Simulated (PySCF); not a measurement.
**Excitation energies in several basis sets**

Compound: C2H6Cl2OSi.
Structure used (PBE0-D3(BJ)/def2-SVP), in Å, numbered top down from 1:
```
atom  x, y, z in Å
C1    -1.579    0.353    0.089
O2    -0.236    0.670   -0.169
Si3    0.728    1.633    0.750
Cl4    0.027    3.585    0.688
C5     2.429    1.618   -0.026
Cl6    3.181    0.015    0.227
H7    -1.903   -0.409   -0.633
H8    -2.228    1.239   -0.023
H9    -1.717   -0.054    1.107
H10    0.742    1.211    2.174
H11    2.364    1.809   -1.108
H12    3.080    2.383    0.422
```

TDDFT with PBE0 (PySCF), vertical singlets, core orbitals frozen in the response, spherical d and f functions. The structure is a single PBE0-D3(BJ)/def2-SVP conformer in the gas phase; no vibrational or solvent corrections.

```
      basis  functions  diffuse  S1 (eV)  S2 (eV)  S3 (eV)  S4 (eV)  S5 (eV)  LUMO (eV)  α (au)
   def2-SVP        126       no     7.04     7.34     8.01     8.05     8.15       0.56    62.6
    6-31+G*        132      yes     6.65     6.99     7.40     7.50     7.55      -0.26    72.1
aug-cc-pVDZ        204      yes     6.63     6.99     7.28     7.38     7.46      -0.28    82.6
  def2-TZVP        240       no     6.76     7.11     7.64     7.73     7.88       0.13    74.9
```

Q: Compare the sets with the largest diffuse one.

A: States are compared by their number. Against the largest diffuse basis here (aug-cc-pVDZ, itself not a converged limit), sets without diffuse functions differ by up to 0.41 eV in S1 and 0.68 eV in S5; the smaller diffuse sets differ by up to 0.02 and 0.09 eV. State by state, the largest deviation of a set without diffuse functions is S1 0.41, S2 0.35, S3 0.73, S4 0.67, S5 0.68 eV. The same number needn't mean the same state in each row. Against aug-cc-pVDZ the polarisability deviates by -24% in def2-SVP, -13% in 6-31+G*, -9% in def2-TZVP. A single + in a Pople set puts diffuse functions on heavy atoms only.

Without π bonds the low states are Rydberg-like; a valence basis with one diffuse set may place them up to an eV too high.
